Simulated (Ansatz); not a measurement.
Total energies of `C#[C][GeH2][Cl]`.

```xyz
7

C    -0.525   -1.921    0.430
C    -0.229   -0.772    0.225
Ge    0.230    1.038   -0.074
Cl    0.948    1.214   -2.093
H    -0.786   -2.940    0.606
H    -1.008    1.927    0.051
H     1.371    1.455    0.856
```

The species carries charge 0 and has multiplicity 1. Correlated methods include outer-core shells of Ge, which these sets cover unevenly. Scalar relativity is left out up to krypton. All single points use the PBE0-D4/def2-TZVP geometry. Basis def2-TZVPP, Ansatz.

RPA on PBE orbitals: Hartree–Fock energy of these orbitals -2612.31733 Eh, correlation -1.18811 Eh (frozen core).

| functional | energy without D4 (Eh) | D4 term (kJ/mol) |
| --- | --- | --- |
| PBE0 | -2614.71887 | -12.6 |
| r2SCANh | -2615.13042 | -3.8 |

Q: Give the same for LDA (SPW92), PBE, revPBE, BLYP, r2SCAN, B97M-V, B3LYP, r2SCAN0, HSE06 (plane-wave form), BHLYP, CAM-B3LYP, LC-ωPBE, ωB97X-V, ωB97M-V, B2PLYP, PBE-QIDH. (Best estimate.)

A: Ansatz gave: 
| functional | energy without D4 (Eh) | D4 term (kJ/mol) |
| --- | --- | --- |
| LDA (SPW92) | -2609.84897 | – |
| PBE | -2614.62057 | -14.9 |
| revPBE | -2614.96451 | -40.4 |
| BLYP | -2615.25366 | -32.1 |
| r2SCAN | -2615.14384 | -3.5 |
| B97M-V | -2614.72997 | – |
| B3LYP | -2615.29709 | -24.2 |
| r2SCAN0 | -2615.11155 | -4.2 |
| HSE06 (plane-wave form) | -2614.70716 | -11.9 |
| BHLYP | -2615.16508 | -20.2 |
| CAM-B3LYP | -2615.32165 | -13.0 |
| LC-ωPBE | -2614.76977 | – |
| ωB97X-V | -2614.95006 | – |
| ωB97M-V | -2615.06124 | – |
| B2PLYP | -2614.66915 | – |
| PBE-QIDH | -2614.29857 | – |

B3LYP takes the VWN-RPA correlation (the form of Gaussian; ORCA's B3LYP/G). HSE06 is the plane-wave form, built on full-range PBE exchange. The double hybrids freeze the cores in their second-order part.

LC-ωPBE has ω = 0.4 bohr⁻¹.
